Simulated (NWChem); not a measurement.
System: C3H2BrF; SMILES FC=C=CBr

Computed with NWChem. Geometry: optimised at B3LYP/6-31G* (spherical d). Field at 589 nm.

Estimate the computed values for B3LYP/aug-cc-pVDZ. Quantities: isotropic polarisability (bohr³); anisotropy (bohr³).


```
Item                              Value
--------------------------------  -----
isotropic polarisability (bohr³)   68.8
anisotropy (bohr³)                 64.0
```
